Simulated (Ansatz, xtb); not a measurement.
Molecule: sum formula HSOF$_{2}$, net charge 1, singlet state. It need not be the lowest isomer of its formula. 
Structure (B3LYP-D3(BJ)/def2-TZVP (Ansatz, a first-principles code) minimum search):
```
S
O 1 1.5191
H 2 0.9855 1 121.15
F 1 1.5367 2 103.80 3 -50.38
F 1 1.5367 2 103.80 3 50.38
```
Charge +1, spin multiplicity 1.

Harmonic wavenumbers from GFN2-xTB (xtb, at its own minimum), cm⁻¹: 245, 278, 325, 439, 609, 727, 774, 943, 3377.

Question: Give the harmonic wavenumbers at B3LYP-D3(BJ)/def2-TZVP (Ansatz, finite differences of forces, unscaled).

Answer: 320, 392, 478, 499, 881, 899, 959, 1108, 3544 cm⁻¹. Zero-point energy 13.0 kcal/mol.

Question: From these and the geometry, give the ideal-gas thermochemistry at 298.15 K and 1 atm (rigid rotor, harmonic oscillator).

Answer: Point group Cs, rotational symmetry number 1. Rotational constants 8.263, 7.922, 4.904 GHz. S(trans) 39.31, S(rot) 24.42, S(vib) 4.14, S(elec, spin only) 0.00, S 67.9 cal/(mol K). H(298) - H(0) 3.22 kcal/mol; G - E(el) -4.0 kcal/mol.
